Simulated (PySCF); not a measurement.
C6H12S2.
Numbering: `[CH3:1][CH2:2][C@@H:3]1[CH2:4][CH2:5][S:6][CH2:7][S:8]1`

NICS = −σ at a ghost point: NICS(0) at the centroid of the ring atoms, NICS(1) 1 Å to either side along the normal of their mean plane, zz for the tensor component along that normal. Level: GIAO PBE0/pcSseg-1 (PySCF, non-relativistic, gas phase) on the GFN2-xTB geometry, one conformer.

Ring bond lengths (Å), with Mayer bond orders in brackets: C3–C4 1.526 (0.98), C4–C5 1.522 (1.02), C5–S6 1.823 (1.01), S6–C7 1.812 (0.98), C7–S8 1.810 (0.98), S8–C3 1.841 (0.99).

Question: What do the NICS probes read (ppm)?

Answer: 
| ring | type | NICS(0) | NICS(1), two faces | NICS(1)zz, two faces | rms pucker (Å) | centre to ring atoms, mean (Å) |
| --- | --- | --- | --- | --- | --- | --- |
| C3–C4–C5–S6–C7–S8 | 6-membered ring with 2 S; formal bonds all single | -2.5 | -1.3 / -2.3 | 5.8 / 3.7 | 0.31 | 1.63 |

Question: What do they say, and how far can they be read as aromaticity?

Answer: 
- C3–C4–C5–S6–C7–S8: mean NICS(1)zz 4.8 ppm, deshielded. C3, C4, C5, C7 have four or more neighbours, so the value isn't read as a sign of a π ring current.

Question: At the first NICS(1) probe listed for ring C3–C4–C5–S6–C7–S8, 1 Å off the ring, how large is the induced field along the normal in 1 T applied along it?

Answer: NICSzz × B0 = 5.8 ppm × 1 T = 6 μT, along the applied field.

Question: What are the shieldings of the ring atoms and their hydrogens in the same run (means over atoms taken as equivalent)?

Answer: 
| atoms | environment | σ isotropic (ppm) |
| --- | --- | --- |
| C3 | sp3 carbon bound to sulfur | 130.5 |
| C4 | ring CH2 carbon | 146.0 |
| C5 | sp3 carbon bound to sulfur | 147.6 |
| S6 | sulfide sulfur | 464.2 |
| C7 | sp3 carbon bound to sulfur | 140.7 |
| S8 | sulfide sulfur | 434.4 |
| H on C3 | methine hydrogen | 29.39 |
| H on C4 | methylene hydrogen | 29.93 |
| H on C4 | methylene hydrogen | 29.79 |
| H on C5 | methylene hydrogen | 28.96 |
| H on C5 | methylene hydrogen | 28.93 |
| H on C7 | methylene hydrogen | 28.13 |
| H on C7 | methylene hydrogen | 27.63 |
